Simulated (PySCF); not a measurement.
Si(F)2(OH)2 (F2H2O2Si), SMILES O[Si](O)(F)F.

Coordinates come from a ωB97X-D3(BJ)/def2-SVP optimisation. Other conformers were not sampled.

The numbers are results of B3LYP/def2-TZVP in PySCF, not measurements.

Isolated molecule, no solvent.

Task: Estimate the frontier levels, gap, dipole moment and polarisability. (Estimate from the structure and the level; the computed values follow.)

Result: 
```json
{
  "highest_occupied_level": "-9.85 eV",
  "lowest_empty_level": "-0.28 eV",
  "orbital_gap": "9.57 eV",
  "dipole_moment": "2.48 D",
  "quadrupole, principal values (traceless, Buckingham form, about the centre of nuclear charge)": "-6.32, -0.79, 7.11 D·Å",
  "mean_static_polarisability": "28.0 bohr³ (4.15 Å³)",
  "polarisability_principal_values": "25.7, 28.2, 30.1 bohr³"
}
```
